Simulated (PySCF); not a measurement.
CH₇BO₂Si (SMILES COBO[SiH3]), singlet, at a GFN2-xTB geometry. Base run: HF/6-31G, polarisability (PySCF).

The PySCF input:
```python
from pyscf import gto, scf
from pyscf.prop import polarizability

mol = gto.M(
    atom='''
B    -0.503773   -0.144917    0.856097
H    -1.253055   -0.128522    1.773318
O     0.579721   -0.943096    0.830968
C     0.930861   -1.827623    1.863140
H     0.217542   -1.784938    2.690752
H     0.958392   -2.843647    1.461935
H     1.925723   -1.562740    2.229327
O    -0.747079    0.649748   -0.183463
Si   -0.230064    1.168923   -1.625646
H     0.574619    2.366004   -1.374567
H    -1.484264    1.463286   -2.318030
H     0.554507    0.162747   -2.343055
''',
    basis='6-31g',
    charge=0,
    spin=0,
    verbose=4,
)

mf = scf.RHF(mol)
mf.kernel()
alpha = mf.Polarizability().polarizability()[2, 2]
print('alpha_zz =', alpha)
```

Variants of this job, named by their change:

```tsv
change	alpha_zz (bohr³)	basis functions	core-seconds (rough)
base	43.32	63	1
finite field (a.u.) = 0.005; conv_tol = 1e-11	43.33	63	2
finite field (a.u.) = 2e-4; conv_tol = 1e-11	43.32	63	1
finite field (a.u.) = 2e-4; conv_tol = 1e-6	43.09	63	1
basis = STO-3G	29.04	36	0.4
finite field (a.u.) = 0.001; conv_tol = 1e-11	43.32	63	1
basis = 6-31+G*	___	___	10
basis = def2-SVP	47.20	109	6
basis = 6-31G*	44.35	88	4
functional = camb3lyp	48.91	63	30
finite field (a.u.) = 0.02; conv_tol = 1e-11	43.44	63	2
finite field (a.u.) = 0.001; conv_tol = 1e-6	43.31	63	1
```

Q: Fill in the missing entries.

A: 
- basis = 6-31+G*, alpha_zz (bohr³): 49.33
- basis = 6-31+G*, basis functions: 108

Finite-field rows take the second difference of the energy in a field along z; a small field with loose convergence shows SCF noise divided by the square of the field, and a large one adds hyperpolarisability.
